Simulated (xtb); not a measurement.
xtb input for Be(Cl)(SMe) (CH3BeClS), SMILES [Cl][Be][S]C, GFN2-xTB. 

```
$ xtb mol.xyz --gfn 2 --sp --chrg 0 --uhf 0 --json
$ cat mol.xyz
7

Be     0.34352189     0.14836771     0.47245661
Cl     0.77951261     1.13612374     1.86270729
S     -0.00104598    -1.00683152    -1.01254058
C     -1.52892440    -0.45124242    -1.87034688
H     -2.37778993    -0.54081657    -1.20275028
H     -1.64653155    -1.11972081    -2.71696323
H     -1.41119826     0.56972202    -2.21340628
```

Log of the run:

```
[banner left out]
          |                Calculation Setup                |
           -------------------------------------------------



           -------------------------------------------------
          |                 G F N 2 - x T B                 |
           -------------------------------------------------

        Reference                      10.1021/acs.jctc.8b01176
      * Hamiltonian:
        H0-scaling (s, p, d)           1.850000    2.230000    2.230000
        zeta-weighting                 0.500000
      * Dispersion:
        s8                             2.700000
        a1                             0.520000
        a2                             5.000000
        s9                             5.000000
      * Repulsion:
        kExp                           1.500000    1.000000
        rExp                           1.000000
      * Coulomb:
        alpha                          2.000000
        third order                    shell-resolved
        anisotropic                    true
        a3                             3.000000
        a5                             4.000000
        cn-shift                       1.200000
        cn-exp                         4.000000
        max-rad                        5.000000


          ...................................................
          :                      SETUP                      :
          :.................................................:
          :  # basis functions                  31          :
          :  # atomic orbitals                  29          :
          :  # shells                           13          :
          :  # electrons                        22          :
          :  max. iterations                   250          :
          :  Hamiltonian                  GFN2-xTB          :
          :  restarted?                      false          :
          :  GBSA solvation                  false          :
          :  PC potential                    false          :
          :  electronic temp.          300.0000000     K    :
          :  accuracy                    1.0000000          :
          :  -> integral cutoff          0.2500000E+02      :
          :  -> integral neglect         0.1000000E-07      :
          :  -> SCF convergence          0.1000000E-05 Eh   :
          :  -> wf. convergence          0.1000000E-03 e    :
          :  Broyden damping             0.4000000          :
          :  net charge                          0          :
          :  unpaired electrons                  0          :
          ...................................................

 iter      E             dE          RMSdq      gap      omega  full diag
   1     -5.4988146 -0.549881E+01  0.233E+01    1.12       0.0  T
   2     -9.5190562 -0.402024E+01  0.221E+01    4.54       1.0  T
   3    -10.5289926 -0.100994E+01  0.116E+01    5.14       1.0  T
   4     -9.5831974  0.945795E+00  0.112E+01    1.54       1.0  T
   5    -12.0079259 -0.242473E+01  0.695E+00    4.81       1.0  T
   6    -11.8789459  0.128980E+00  0.555E+00    4.94       1.0  T
   7     -8.8286489  0.305030E+01  0.155E+01    1.40       1.0  T
   8    -11.1129179 -0.228427E+01  0.777E+00    2.08       1.0  T
   9     -9.6173329  0.149558E+01  0.140E+01    1.61       1.0  T
  10    -11.8415681 -0.222424E+01  0.512E+00    2.65       1.0  T
  11    -12.1855427 -0.343975E+00  0.267E+00    3.21       1.0  T
  12    -12.2933461 -0.107803E+00  0.731E-01    3.75       1.0  T
  13    -12.2957699 -0.242382E-02  0.681E-01    3.81       1.0  T
  14    -12.2953452  0.424727E-03  0.441E-01    3.79       1.0  T
  15    -12.2958503 -0.505129E-03  0.150E-01    3.85       1.0  T
  16    -12.2958035  0.467722E-04  0.246E-01    3.83       1.0  T
  17    -12.2958420 -0.384532E-04  0.107E-01    3.86       1.0  T
  18    -12.2957715  0.704318E-04  0.135E-01    3.88       1.0  T
  19    -12.2958532 -0.817083E-04  0.114E-01    3.86       1.0  T
  20    -12.2958605 -0.730820E-05  0.780E-02    3.86       1.0  T
  21    -12.2958635 -0.291279E-05  0.555E-02    3.86       1.0  T
  22    -12.2958681 -0.459032E-05  0.283E-02    3.86       1.3  T
  23    -12.2958699 -0.182889E-05  0.900E-03    3.86       4.2  T
  24    -12.2958701 -0.253697E-06  0.319E-03    3.86      11.9  T
  25    -12.2958702 -0.500434E-07  0.168E-03    3.85      22.5  T
  26    -12.2958702 -0.747386E-09  0.521E-04    3.85      72.6  T
  27    -12.2958702  0.271552E-10  0.716E-04    3.85      52.8  T

   *** convergence criteria satisfied after 27 iterations ***

         #    Occupation            Energy/Eh            Energy/eV
      -------------------------------------------------------------
         1        2.0000           -1.0665037             -29.0210
       ...           ...                  ...                  ...
         5        2.0000           -0.5130270             -13.9602
         6        2.0000           -0.4882525             -13.2860
         7        2.0000           -0.4750277             -12.9262
         8        2.0000           -0.4631273             -12.6023
         9        2.0000           -0.4604726             -12.5301
        10        2.0000           -0.4100443             -11.1579
        11        2.0000           -0.3891319             -10.5888 (HOMO)
        12                         -0.2474800              -6.7343 (LUMO)
        13                         -0.2102163              -5.7203
        14                         -0.1553266              -4.2267
        15                         -0.1057629              -2.8780
        16                         -0.0062984              -0.1714
       ...                                ...                  ...
        29                          0.9522917              25.9132
      -------------------------------------------------------------
                  HL-Gap            0.1416519 Eh            3.8545 eV
             Fermi-level           -0.3183060 Eh           -8.6615 eV

 SCC (total)                   0 d,  0 h,  0 min,  0.015 sec
 SCC setup                      ...        0 min,  0.000 sec (  1.471%)
 Dispersion                     ...        0 min,  0.000 sec (  0.422%)
 classical contributions        ...        0 min,  0.000 sec (  0.358%)
 integral evaluation            ...        0 min,  0.002 sec ( 11.290%)
 iterations                     ...        0 min,  0.010 sec ( 68.504%)
 molecular gradient             ...        0 min,  0.002 sec ( 16.682%)
 printout                       ...        0 min,  0.000 sec (  1.127%)

         :::::::::::::::::::::::::::::::::::::::::::::::::::::
         ::                     SUMMARY                     ::
         :::::::::::::::::::::::::::::::::::::::::::::::::::::
         :: total energy             -12.211514039971 Eh    ::
         :: gradient norm              0.000092926067 Eh/a0 ::
         :: HOMO-LUMO gap              3.854544518332 eV    ::
         ::.................................................::
         :: SCC energy               -12.295870044000 Eh    ::
         :: -> isotropic ES           -0.029290296018 Eh    ::
         :: -> anisotropic ES         -0.000424418890 Eh    ::
         :: -> anisotropic XC          0.003981677929 Eh    ::
         :: -> dispersion             -0.003279950777 Eh    ::
         :: repulsion energy           0.084356004029 Eh    ::
         :: add. restraining           0.000000000000 Eh    ::
         :: total charge              -0.000000000000 e     ::
         :::::::::::::::::::::::::::::::::::::::::::::::::::::

           -------------------------------------------------
          |                Property Printout                |
           -------------------------------------------------

    * Orbital Energies and Occupations

         #    Occupation            Energy/Eh            Energy/eV
      -------------------------------------------------------------
         1        2.0000           -1.0665037             -29.0210
         2        2.0000           -0.7143769             -19.4392
         3        2.0000           -0.6151649             -16.7395
         4        2.0000           -0.5141800             -13.9916
         5        2.0000           -0.5130270             -13.9602
         6        2.0000           -0.4882525             -13.2860
         7        2.0000           -0.4750277             -12.9262
         8        2.0000           -0.4631273             -12.6023
         9        2.0000           -0.4604726             -12.5301
        10        2.0000           -0.4100443             -11.1579
        11        2.0000           -0.3891319             -10.5888 (HOMO)
        12                         -0.2474800              -6.7343 (LUMO)
        13                         -0.2102163              -5.7203
        14                         -0.1553266              -4.2267
        15                         -0.1057629              -2.8780
        16                         -0.0062984              -0.1714
        17                         -0.0029955              -0.0815
        18                          0.0038345               0.1043
        19                          0.0049800               0.1355
        20                          0.0099526               0.2708
        21                          0.0099533               0.2708
        22                          0.0212967               0.5795
       ...                                ...                  ...
        29                          0.9522917              25.9132
      -------------------------------------------------------------
                  HL-Gap            0.1416519 Eh            3.8545 eV
             Fermi-level           -0.3183060 Eh           -8.6615 eV

     #   Z          covCN         q      C6AA      α(0)
     1   4 Be       1.603     0.616    13.936     8.877
     2  17 Cl       0.765    -0.349   110.235    16.060
     3  16 S        1.805    -0.419   159.597    21.263
     4   6 C        3.743    -0.036    21.284     6.582
     5   1 H        0.925     0.055     2.256     2.349
     6   1 H        0.925     0.078     2.001     2.212
     7   1 H        0.925     0.054     2.269     2.356

 Mol. C6AA /au·bohr⁶  :       1255.704707
 Mol. C8AA /au·bohr⁸  :      47672.630782
 Mol. α(0) /au        :         59.699694


Wiberg/Mayer (AO) data.
largest (>0.10) Wiberg bond orders for each atom

 ---------------------------------------------------------------------------
     #   Z sym  total        # sym  WBO       # sym  WBO       # sym  WBO
 ---------------------------------------------------------------------------
     1   4 Be   2.224 --     2 Cl   1.094     3 S    1.083
     2  17 Cl   1.159 --     1 Be   1.094
     3  16 S    2.127 --     1 Be   1.083     4 C    0.963
     4   6 C    3.968 --     7 H    0.988     5 H    0.988     6 H    0.982
                             3 S    0.963
     5   1 H    0.997 --     4 C    0.988
     6   1 H    0.994 --     4 C    0.982
     7   1 H    0.997 --     4 C    0.988
 ---------------------------------------------------------------------------

Topologies differ in total number of bonds
Writing topology from bond orders to xtbtopo.mol

molecular dipole:
                 x           y           z       tot (Debye)
 q only:       -0.645       0.087      -0.504
   full:       -0.673       0.423      -0.194       2.080
molecular quadrupole (traceless):
                xx          xy          yy          xz          yz          zz
 q only:        4.038      -0.706      -2.098       0.889      -5.078      -1.940
  q+dip:        3.985       0.436      -2.866       1.489      -5.339      -1.119
   full:        4.596      -0.243      -3.248       2.322      -5.324      -1.348


           -------------------------------------------------
Note: The following floating-point exceptions are signalling: IEEE_UNDERFLOW_FLAG IEEE_DENORMAL
normal termination of xtb
          | TOTAL ENERGY              -12.211514039971 Eh   |
          | GRADIENT NORM               0.000092926067 Eh/α |
          | HOMO-LUMO GAP               3.854544518332 eV   |
           -------------------------------------------------

------------------------------------------------------------------------
------------------------------------------------------------------------
 total:
 SCF:
```

Self-consistency was reached.
